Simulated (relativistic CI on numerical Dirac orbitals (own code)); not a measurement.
# Hyperfine structure of Hf2+, mass number 177

Method of calculation: Dirac-Coulomb-Breit CI, orbitals from a KLI potential per configuration, model QED, valence Slater integrals scaled by 0.85, P86 correlation energy added to each configuration (own radial code, finite nucleus).

Configurations in the expansion (outside the closed core [Xe]): 4f14.5d2, 4f14.6s2, 4f14.5d.6p, 4f14.6s.6p, 4f14.5d.5f, 4f14.5d.5g, 4f14.5d.6d, 4f14.5d.7s, 4f14.5d.7p, 4f14.6p2, 4f14.6s.7s, 4f14.5f2, 4f14.5d.7d, 4f13.5d3, 4f14.5d.6f, 4f14.5f.6s. Levels of other configurations are missing.

Nuclear spin I = 7/2, μ = 0.791 μN, Q = 3.37 b (tables of Stone and Pyykkö). The electronic factors are computed for point nuclear moments, without core polarisation; leaving it out makes A of s and p electrons in near-neutral atoms 20 to 40 % too small, and it can dominate for d and f shells.

```csv
Level,E (cm⁻¹),A (MHz),B (MHz)
4f14.5d2 3F_2,0.0,188.1,696
4f14.5d2 3F_3,2206.6,110.7,790
4f14.5d2 3F_4,4513.0,84.47,1300
4f14.5d2 1D_2,8648.2,99.39,-1230
4f14.5d2 3P_1,10012.4,-16.78,842
4f14.5d2 3P_2,12406.4,66.75,-1510
4f14.5d2 1G_4,13638.0,108.7,4810
4f14.5d.6p 3F°_2,43037.4,430.6,1810
```

Levels with J = 0, under 50 % of one LS term, or S terms without an open s electron are left out. Small factors come from cancelling terms and can be off by tens of per cent or more.

Correlation outside the listed configurations is missing or only estimated: errors of thousands of cm⁻¹ between configurations and terms are usual at this charge. Rates and lifetimes follow the computed energies and can be off by large factors. The fine structure of a lone outer electron comes out too small, for d and f at times inverted, and misplaced configurations move strength between like terms.

(1) Give the hyperfine levels of 4f14.5d2 3F_2 relative to its centre of gravity.

Answers

(1) With K = F(F + 1) − I(I + 1) − J(J + 1), E = AK/2 + B[¾K(K + 1) − I(I + 1)J(J + 1)]/[2I(2I − 1)J(2J − 1)]: F = 3/2: -1320, F = 5/2: -1160, F = 7/2: -763.1, F = 9/2: 45.99, F = 11/2: 1491 MHz.

LS names give the leading component of a level, which can be under half, so a name can repeat, a term be missing and a line seem to break the LS rules.
